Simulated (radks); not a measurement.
Q: The mean radii <r> (bohr) of the occupied orbitals of an atom or ion are listed with their occupations. All-electron calculation, scalar-relativistic Kohn-Sham, LDA (Slater exchange, VWN5 correlation), spin-polarised, spherical densities, point nucleus. Program: a radial shooting solver on a logarithmic mesh with Libxc functionals.

| orbital | occ. | <r> |
|---|---|---|
| 1s up | 1 | 0.02784 |
| 1s down | 1 | 0.02784 |
| 2s up | 1 | 0.1200 |
| 2s down | 1 | 0.1199 |
| 2p up | 3 | 0.1048 |
| 2p down | 3 | 0.1048 |
| 3s up | 1 | 0.3226 |
| 3s down | 1 | 0.3226 |
| 3p up | 3 | 0.3206 |
| 3p down | 3 | 0.3205 |
| 3d up | 5 | 0.2969 |
| 3d down | 5 | 0.2968 |
| 4s up | 1 | 0.7610 |
| 4s down | 1 | 0.7606 |
| 4p up | 3 | 0.8150 |
| 4p down | 3 | 0.8143 |
| 4d up | 5 | 0.9504 |
| 4d down | 4 | 0.9468 |
| 5s up | 1 | 1.915 |
| 5s down | 1 | 1.917 |
| 5p up | 3 | 2.253 |
| 4f up | 1 | 6.560 |

Name the element and its charge. Open shells, if any, are filled with parallel spins first.

A: Z = 52, tellurium, charge +1: Te+ in [Kr] 4d9 5s2 5p3 4f1. The 1s radius gives Z: for a bare nucleus <r> = (2 gamma + 1)/(2Z) with gamma = sqrt(1 - (Z/c)^2), 0.02741 bohr for Z = 52, and screening makes it slightly larger (0.02784 here). The occupations add up to 51, and the charge is Z minus that.
